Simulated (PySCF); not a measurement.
A structure optimised at PBE0-D3(BJ)/def2-SVP, used in a PySCF frequency run:

```xyz
9

N      0.8465    -2.1309     0.0000
Si    -0.5366    -1.1173     0.0000
N     -0.1991     0.5855     0.0000
C      0.0561     1.7542     0.0000
O      0.3064     2.8968     0.0000
H      1.4113    -2.2302     0.8359
H      1.4113    -2.2302    -0.8359
H     -1.3145    -1.3894    -1.2373
H     -1.3145    -1.3894     1.2373
```

### Question
Write its SMILES, formula and point group.

### Answer
N[SiH2]N=C=O, CH4N2OSi, Cs

### Question
What are its rotational constants (standard atomic weights)?

### Answer
15.703, 1.7275, 1.6006 GHz
